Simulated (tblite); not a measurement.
C4H8BFO2.
Numbering: `[CH3:1][C@@:2]1([BH:3][F:4])[CH2:5][O:6][CH2:7][O:8]1` (hydrogens: H9, H10, H11 on C1; H12 on B3; H13, H14 on C5; H15, H16 on C7)

Computed with GFN2-xTB (tblite), gas phase: L-BFGS steps from a force-field or distance-geometry start until the largest atomic force falls under 0.01 eV/Å.

Step 113: E = -728.7118 eV
```
atom  x, y, z in Å  |  force x, y, z in eV/Å
C1     -0.9462   -1.3098   -0.1444    0.014   0.014   0.041
C2     -0.3734    0.1148   -0.1390    0.006   0.019   0.007
B3     -1.4419    1.2644   -0.4780   -0.099   0.007  -0.087
F4     -2.7099    0.9544   -0.5937    0.086   0.049   0.063
C5      0.3790    0.3890    1.1893    0.004   0.026  -0.024
O6      1.7487    0.1963    0.8976   -0.020  -0.047  -0.009
C7      1.8939   -0.0164   -0.4819   -0.012   0.020  -0.014
O8      0.6770    0.2513   -1.1091   -0.009  -0.001  -0.017
H9     -1.3224   -1.5547   -1.1328    0.032   0.009  -0.066
H10    -1.7718   -1.3714    0.5598    0.009   0.010   0.022
H11    -0.1825   -2.0321    0.1358    0.005  -0.012  -0.023
H12    -1.1291    2.3816   -0.6606   -0.051  -0.087   0.016
H13     0.2359    1.4242    1.5249   -0.016  -0.022   0.054
H14     0.0679   -0.3005    1.9807    0.045   0.053  -0.029
H15     2.2237   -1.0565   -0.6673   -0.038  -0.010   0.041
H16     2.6436    0.6742   -0.8929    0.044  -0.028   0.024
```

Step 114: E = -728.7123 eV
```
atom  x, y, z in Å  |  force x, y, z in eV/Å
C1     -0.9325   -1.3098   -0.1718    0.004   0.036   0.074
C2     -0.3668    0.1172   -0.1602   -0.038   0.050   0.020
B3     -1.4463    1.2633   -0.4689   -0.638   0.031  -0.106
F4     -2.7431    0.9741   -0.3985    0.854   0.250   0.006
C5      0.3669    0.3933    1.1819   -0.010   0.046  -0.024
O6      1.7411    0.2086    0.9085   -0.053  -0.062  -0.026
C7      1.9004   -0.0243   -0.4675   -0.017   0.037  -0.022
O8      0.6967    0.2608   -1.1112   -0.017  -0.010  -0.015
H9     -1.3075   -1.5529   -1.1597    0.056  -0.016  -0.115
H10    -1.7622   -1.3727    0.5262   -0.002  -0.005   0.059
H11    -0.1663   -2.0270    0.1137   -0.009  -0.028  -0.039
H12    -1.1238    2.3628   -0.7727   -0.202  -0.331   0.096
H13     0.2157    1.4291    1.5116   -0.020  -0.011   0.069
H14     0.0417   -0.2933    1.9710    0.066   0.048  -0.054
H15     2.2148   -1.0723   -0.6382   -0.040   0.010   0.047
H16     2.6636    0.6519   -0.8758    0.066  -0.046   0.028
```

Question: Estimate the geometry and energy of step 115. (The exact step hangs on the optimiser's Hessian estimate; all steps are aligned on step 114, rigid shifts and turns removed.)

Answer: E = -728.7186 eV, largest force 0.208 eV/Å
```
atom  x, y, z in Å  |  force x, y, z in eV/Å
C1     -0.9383   -1.3091   -0.1574    0.004   0.027   0.054
C2     -0.3698    0.1170   -0.1498   -0.005   0.027   0.016
B3     -1.4456    1.2630   -0.4739   -0.176  -0.010  -0.082
F4     -2.7237    0.9640   -0.5063    0.189   0.059   0.063
C5      0.3739    0.3921    1.1849   -0.007   0.036  -0.018
O6      1.7455    0.2017    0.9020   -0.036  -0.044  -0.012
C7      1.8966   -0.0213   -0.4758   -0.012   0.021  -0.018
O8      0.6866    0.2578   -1.1110   -0.002  -0.006  -0.009
H9     -1.3125   -1.5536   -1.1462    0.045  -0.008  -0.084
H10    -1.7671   -1.3701    0.5428    0.007  -0.001   0.036
H11    -0.1738   -2.0288    0.1276   -0.005  -0.017  -0.034
H12    -1.1336    2.3707   -0.7053   -0.052  -0.074   0.014
H13     0.2269    1.4270    1.5189   -0.013  -0.009   0.052
H14     0.0561   -0.2951    1.9755    0.049   0.037  -0.035
H15     2.2157   -1.0665   -0.6526   -0.036   0.000   0.037
H16     2.6554    0.6599   -0.8849    0.051  -0.037   0.020
```

The energy changes by -0.0063 eV. The first-order estimate −F·Δx gives -0.0192 eV and the mean of the old and new forces, exact on a quadratic surface, -0.0080 eV. The step makes an angle of 83° with the force vector and moves no atom by more than 0.110 Å.

What follows is the cost of the whole relaxation. The run took 1.8 s of wall time on Arm Neoverse N1, one thread, shared host with 64 logical CPUs at a one-minute load of 58.
